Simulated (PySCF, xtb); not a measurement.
GeH2Cl2, SMILES [Cl][GeH2][Cl].

Harmonic wavenumbers (cm⁻¹) from GFN2-xTB (xtb) at its own minimum, in rising order: 137, 369, 378, 442, 583, 666, 803, 1851, 1891.

Q: What does B3LYP-D3(BJ)/def2-TZVP (PySCF) give at its own minimum? (The exact figures need the calculation; the answer reports its results.)

A: 146, 413, 425, 515, 641, 776, 851, 2171, 2188. Paired by order, the mean absolute difference is 112 cm⁻¹ and the zero-point energies are 10.2 and 11.6 kcal/mol.
